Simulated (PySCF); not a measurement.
A structure optimised at B3LYP-D3(BJ)/def2-SVP, used in a PySCF frequency run:

```xyz
12

Te     0.0885    -0.3829     1.0569
I     -0.6284     1.4756    -0.8370
C      0.6211    -1.9942    -0.3736
C      0.9049    -3.2373     0.4640
C      1.7769    -1.5941    -1.2749
H     -0.3002    -2.1301    -0.9580
H      1.1409    -4.0848    -0.2027
H      1.7766    -3.0921     1.1239
H      0.0431    -3.5307     1.0833
H      1.5550    -0.6793    -1.8435
H      1.9760    -2.4023    -2.0015
H      2.6967    -1.4235    -0.6937
```

### Question
Write its SMILES and formula.

### Answer
CC(C)[Te]I, C3H7ITe

### Question
What are its rotational constants (standard atomic weights)?

### Answer
2.4307, 0.67887, 0.55355 GHz
